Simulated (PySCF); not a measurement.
Radial density of N⁺ (nitrogen, charge +1)

UHF, [He] 2s2 2p1 3d1, one real determinant (an excited configuration). Calculation: PySCF 2.14, in dyall-acv3z (15s9p4d2f, 76 functions); scalar relativity by spin-free X2C-1e.

| r (bohr) | 4πr²ρ (e/bohr) | 4πr²(ρα − ρβ) |
| --- | --- | --- |
| 0.00309 | 0.02521 | 0.0000 |
| 0.00520 | 0.06844 | 0.0000 |
| 0.00875 | 0.1824 | 0.0000 |
| 0.0147 | 0.4711 | 0.0000 |
| 0.0248 | 1.151 | 0.0000 |
| 0.0416 | 2.565 | 0.0003 |
| 0.0700 | 4.882 | 0.0022 |
| 0.118 | 7.148 | 0.0135 |
| 0.198 | 6.777 | 0.0677 |
| 0.333 | 3.350 | 0.2563 |
| 0.561 | 1.881 | 0.6480 |
| 0.943 | 2.682 | 0.8539 |
| 1.59 | 1.353 | 0.4642 |
| 2.67 | 0.4687 | 0.4016 |
| 4.49 | 0.1689 | 0.1686 |
| 7.55 | 8.257e-05 | 0.0001 |

Densities and radii are taken from the X2C orbitals without a picture-change correction, which distorts them close to the nucleus.

⟨L²⟩ = 8.01 against 12 for a pure F term, so this real determinant mixes terms. The outer electron is Rydberg-like, and this basis confines it to a smaller radius and binds it less than a complete one would.
